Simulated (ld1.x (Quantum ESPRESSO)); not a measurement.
# Which change was made? (Zr, RRKJ)

ld1.x (Quantum ESPRESSO) 7.5 input, shortened:

```
&input
   title='Zr', zed=40., rel=2, dft='PZ', iswitch=3,
   config='[Kr] 4d2 5s1 5p0', rel_dist='average'
 /
 &inputp
   pseudotype=2, tm=.false., rho0=0.02, lloc=0,
   nlcc=.false.
 /
3
4P  2  1   6.00   0.00  1.75  1.75  0.0
4D  3  2   2.00   0.00  1.85  1.85  0.0
5S  1  0   1.00   0.00  3.10  3.10  0.0
 &test
   configts(1)='4p6 4d2 5s1 5p0'
 /
```

Open shells are filled in proportion to 2j + 1 (rel_dist='average').

Cutoffs, loose and tight: the cutoffs (Ry, on a coarse ladder) from which the occupation-weighted sum of valence levels, in a spherical-Bessel basis at the reference potential, stays within 10 and 1 mRy of its value at 400 Ry. They do not see the model core or the augmentation charge, which bear on the density cutoff. Test errors are all-electron minus pseudo excitation energies from the reference, over the configurations 4p6 4d2 5s2 5p0; 4p6 4d2 5s0 5p0; 4p6 4d1 5s0 5p0; 4p6 4d2 5s1 5p1; 4p6 4d1 5s2 5p1; 4p5 4d2 5s2 5p0; 4p6 4d2 5s0 5p2; variants that change the core or the reference have their own tests.

The base gives: outcome: generated; cutoff, loose: 40 Ry; cutoff, tight: 55 Ry; bound ghosts: none; largest test error (meV): -1181.

After one change the result is: outcome: generated; cutoff, loose: 30 Ry; cutoff, tight: 35 Ry; bound ghosts: none; largest test error (meV): +157. Which change was it?
A. local potential the p channel
B. type TM; local potential all-electron potential smoothed inside 1.60 bohr (lloc = -1); rho0 0
C. core [Kr], valence charge 4; reference 4d2 5s1.75 5p0.25; waves now 5s (bound): rc 3.20 bohr; 4d (bound): rc 1.90 bohr; 5p (bound): rc 4.20 bohr; local potential the p channel
D. all radii scaled by about 0.87 (s 2.70, p 1.52, d 1.60 bohr)

C. The others give: all radii scaled by about 0.87 (s 2.70, p 1.52, d 1.60 bohr) → outcome: generated; cutoff, loose: 60 Ry; cutoff, tight: 90 Ry; bound ghosts: none; largest test error (meV): -1158 | local potential the p channel → outcome: generated, misses its reference levels by 1.22 eV; cutoff, loose: 35 Ry; cutoff, tight: 60 Ry; bound ghosts: s; largest test error (meV): -146 | type TM; local potential all-electron potential smoothed inside 1.60 bohr (lloc = -1); rho0 0 → outcome: generated; cutoff, loose: 35 Ry; cutoff, tight: 50 Ry; bound ghosts: s; largest test error (meV): -140.
